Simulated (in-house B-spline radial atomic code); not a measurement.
**Si12+: 1s2**

Computed with an all-electron radial atomic-structure program (B-spline basis): non-relativistic BLYP, spin-polarised, spherical fractional occupations, point nucleus.

Screening seen three ways: the hydrogenic charge with the same mean radius, Z_r = [3n² - l(l+1)]/(2<r>), the one with the same energy, Z_e = n√(-2ε), and Slater's rules. Values are occupation-weighted means over spin.

```
shell  electrons   ε (eV)  <r> (bohr)    Z_r    Z_e  Slater
   1s          2  -2348.6      0.1103  13.60  13.14   13.70
```

The least bound orbital is 1s at -2349 eV, and it is also the most diffuse (<r> = 0.1103 bohr).

The density falls to 0.001 bohr⁻³ at 0.533 bohr; Σ<r²> = 0.032609 bohr² gives, by the non-relativistic formula and without the paramagnetism of open shells, a Langevin diamagnetic susceptibility of -0.02583×10⁻⁶ cm³/mol.
